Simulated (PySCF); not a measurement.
**Radial density of I(2+) (iodine, charge +2)**

UHF, [Kr] 4d10 5s2 5p3, high-spin 4S determinant. Computed with PySCF 2.14 in def2-TZVP with the def2 core potential (28 electrons) (6s5p3d2f, 50 functions), with scalar relativity through the core potential. This is the valence pseudo-density: the core potential removes the inner electrons and smooths the orbitals near the nucleus.

```csv
r (bohr),4πr²ρ (e/bohr),4πr²(ρα − ρβ)
0.00208,1.433e-05,0.0000
0.00351,3.954e-05,0.0000
0.00590,0.0001045,0.0000
0.00992,0.0002497,0.0000
0.0167,0.0005062,0.0000
0.0281,0.0008922,0.0000
0.0472,0.001391,0.0000
0.0794,0.003740,0.0001
0.134,0.02795,0.0004
0.225,0.3501,0.0045
0.378,5.197,0.0922
0.636,26.20,0.3331
1.07,14.23,0.0762
1.80,4.104,1.8084
3.02,0.9493,0.7024
5.09,0.01578,0.0128
```

Energies and moments cover only the electrons outside the core potential.
